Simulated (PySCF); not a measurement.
Gas-phase reaction: 3 (HBO₂)₃ + BH₃ ⇌ 4 B(OH)₃ + 6 BO. Level: M06-2X/def2-TZVP†; standard pressure 1 bar.

Method: PySCF energies plus ideal-gas RRHO corrections (1 bar). S°(298 K) at PBE0/def2-TZVP differs from the NASA 1993 table for (HBO₂)₃ (+10 J/mol/K); whether the harmonic model or the table's entry is off was not settled. † marks an energy on the PBE0/def2-TZVP geometry and frequencies. Open shells (unrestricted): BO (multiplicity 2); the rest are closed-shell singlets. The harmonic model lacks anharmonicity and excited electronic states, which grow with temperature; levels with a mode under 35 cm⁻¹ are left out. Internal rotation in (HBO₂)₃, B(OH)₃ is treated as a harmonic vibration of one conformer, which makes the entropy rough.

```
T (K)  1000/T (1/K)  log10 K
-----  ------------  -------
1200         0.8333   -67.67
1400         0.7143   -50.59
1600         0.6250   -37.85
1800         0.5556   -28.00
2000         0.5000   -20.17
2500         0.4000        ?
```

Task: Fit log10 K = a + b·(1000/T) to the five rows, get the mean ΔH° and ΔS°, and predict log10 K at 2500 K.

Result: Means: 1000/T = 0.6456, log10 K = -40.856. Sums of products about the means: Sxy = -9.93256, Sxx = 0.069675, so b = Sxy/Sxx = -142.56 and a = -40.856 − (-142.56)×0.6456 = 51.19.
ΔH° = −R ln 10 × 1000 K × b = −19.145 × (-142.56) = 2729 kJ; ΔS° = R ln 10 × a = 980 J/K. The run's own values go from 2753 kJ and 999 J/K at 1200 K to 2654 kJ and 943 J/K at 2500 K.
Prediction at 2500 K: 51.19 + (-142.56)×0.4000 = -5.83. The computed value is -6.19, 0.36 from the line.
For scale, ΔH°(298 K) is 2791 kJ at this level, 2815 kJ at ωB97M-V/def2-TZVP†, and runs from 2480 to 3039 kJ over the 18 levels computed.
